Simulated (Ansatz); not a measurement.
Program: Ansatz. Geometries: PBE0-D4/def2-TZVP. ΔE: electronic, gas phase. CCSD(T)/CBS adds triple-zeta CCSD(T) − MP2 to the extrapolated MP2 energy (def2 sets, frozen cores). This one scheme is used for every species. DFT in def2-TZVPP. B3LYP here is the variant with VWN-RPA as its local correlation; programs differ in this. One conformer a species, not always the lowest.

Consider the substitution at a C–C bond: `OC(O)CF` + `O[SiH3]` → `OC(O)O[SiH3]` + `CF`.

`OC(O)CF`:

```xyz
10

O    -1.416    0.345   -0.430
C    -0.351   -0.386    0.089
O     0.223   -1.234   -0.864
C     0.745    0.520    0.609
F     1.065    1.450   -0.364
H    -1.044    0.996   -1.038
H    -0.767   -0.958    0.929
H    -0.490   -1.738   -1.268
H     1.641   -0.056    0.846
H     0.393    1.061    1.490
```

`O[SiH3]`:

Cartesian coordinates in Å:
```
O -1.253 -0.218 -0.162
Si 0.344 -0.018 0.195
H -1.573 0.134 -0.992
H 1.219 -0.670 -0.818
H 0.547 -0.651 1.517
H 0.716 1.423 0.260
```

`OC(O)O[SiH3]`:

Z-matrix (Å, degrees):
```
C
O 1 1.385
O 1 1.400 2 107.8
O 1 1.377 2 109.0 3 122.8
H 1 1.098 2 111.9 3 -120.1
H 2 0.962 1 107.4 3 28.2
Si 3 1.659 1 122.1 2 160.6
H 4 0.965 1 107.1 2 -41.2
H 7 1.486 3 110.5 1 47.4
H 7 1.481 3 104.7 1 166.4
H 7 1.484 3 112.0 1 -74.9
```

`CF`:

```xyz
5

C     0.007   -0.044    0.041
F    -0.149    0.957   -0.890
H     0.522   -0.888   -0.424
H    -0.977   -0.360    0.395
H     0.597    0.335    0.878
```

| level | ΔE (kcal/mol) | difference from CCSD(T)/CBS |
| --- | --- | --- |
| PBE-D4 | 2.4 | -1.0 |
| PBE0-D4 | 2.4 | -1.0 |
| B3LYP-D4 | 1.7 | -1.7 |
| ωB97X-V | 2.3 | -1.1 |
| ωB97M-V | 2.6 | -0.8 |
| PBE | 2.9 | -0.5 |
| PBE0 | 2.8 | -0.6 |
| B3LYP | 2.4 | -1.0 |
| HF/def2-TZVPP | 0.9 | -2.5 |
| MP2/def2-TZVPP | 3.2 | -0.2 |
| SCS-MP2/def2-TZVPP | 2.8 | -0.6 |
| CCSD/def2-TZVPP | 2.7 | -0.7 |
| CCSD(T)/def2-TZVPP | 2.7 | -0.7 |
| HF/def2-QZVPP | 0.8 | -2.6 |
| MP2/def2-QZVPP | 3.6 | 0.2 |
| MP2/CBS(def2) | 4.0 | 0.6 |
| CCSD(T)/CBS | 3.4 | 0 |

Largest T1 diagnostic among the species: 0.012.

In def2-TZVPP, CCSD(T) changes the Hartree–Fock value by +1.8 kcal/mol (the triples alone add −0.1 kcal/mol) and MP2 by +2.4 kcal/mol.
